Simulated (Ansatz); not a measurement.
Input for Ansatz (a program for electronic structure): R-CCSD(T)/cc-pV(Q+d)Z on PH (SMILES [PH]), 2S+1 = 1, a spin state set in the input, which need not be the lowest. Files ending in .json are basis or fitting sets from the Basis Set Exchange.

Ansatz 0.2 input:
```yaml
crystal:
  periodic: [false, false, false]
  atoms:
    - {symbol: P, position_ang: [-0.00000000, -0.00000000, -0.08930384]}
    - {symbol: H, position_ang: [0.00000000, 0.00000000, 1.33955760]}
basis:
  gaussian:
    orbitals: cc-pV_Q+d_Z.json
magnetization: {spin_polarized: false}
correlation: {method: ccsd_t, electrons: outside_noble_gas}
scf: {omitted_lower_state_checks: [cluster_reference]}
```

The head of its log:

```
Functional definition: HF
[...]
these checks for a lower state are left out or cut short: cluster_reference
integrals: 0.09 GiB planned
570 factors; integrals over basis functions are off by at most 1.2e-3 eV
mean field: 0.12 GiB planned
mean field evaluation 1: about -9285.0285 eV, gradient 7.4e0 eV
mean field evaluation 2: about -9285.0284 eV, gradient 7.4e0 eV
mean field evaluation 4: about -9285.2816 eV, gradient 5.0e-1 eV
mean field evaluation 8: about -9285.2831 eV, gradient 5.6e-4 eV
mean field evaluation 16: about -9285.2831 eV, gradient 1.2e-6 eV
mean field -9285.28313543 eV, -341.2278614362 hartree, gradient 5.7e-6 eV, S^2 0.000000; 2 other end points of the search recorded, 0 dependent functions left out; unrestricted orbitals would lower it
5 core orbitals not correlated
reference -9285.28313543 eV, -341.2278614362 hartree; 3, 3 occupied and 86, 86 virtual orbitals, 570 factors
```

Q: What total energy does the run end on?

A: -341.4003 hartree (reference determinant -341.2279, T1 diagnostic 0.013).
